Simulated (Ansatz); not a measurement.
Start from `OC[SiH2][SeH]` and change one atom or group to get `N[SiH2][SiH2]CO`.

Ansatz, PBE0-D4/def2-TZVP geometries, multiplicity 1. Each molecule was computed in one conformer, which needn't be the lowest.

Scalar relativity is left out up to krypton. Spin–orbit coupling is left out; it splits and shifts lone-pair levels of the heavy atoms by tenths of an eV.

```
                                          property  `OC[SiH2][SeH]`
                 HOMO energy (PBE/def2-TZVPP) / eV            -5.76
               HOMO–LUMO gap (PBE/def2-TZVPP) / eV             5.05
  size of the dipole moment (B3LYP/def2-TZVPP) / D             2.68
size of the dipole moment (ωB97M-V/def2-TZVPP) / D             2.72
                 LUMO energy (PBE/def2-TZVPP) / eV            -0.71
              HOMO–LUMO gap (PBE0/def2-TZVPP) / eV             7.08
```

(1) Give the same properties after the change, and the shifts. (Best estimate.)

Answers

(1) Ansatz gave: 
```
                                          property  `N[SiH2][SiH2]CO`  shift
                 HOMO energy (PBE/def2-TZVPP) / eV              -5.54   0.22
               HOMO–LUMO gap (PBE/def2-TZVPP) / eV               4.46  -0.59
  size of the dipole moment (B3LYP/def2-TZVPP) / D               2.17  -0.51
size of the dipole moment (ωB97M-V/def2-TZVPP) / D               2.20  -0.52
                 LUMO energy (PBE/def2-TZVPP) / eV              -1.09  -0.38
              HOMO–LUMO gap (PBE0/def2-TZVPP) / eV               6.55  -0.53
```

With PBE0 the HOMO rises by 0.09 eV and the LUMO falls by 0.44 eV, so the gap narrows by about 0.53 eV. PBE moves the HOMO by 0.22 eV and ωB97M-V by 0.11 eV. Dipoles are sizes alone; their direction can turn.

B3LYP here is the variant with VWN-RPA as its local correlation; programs differ in this.
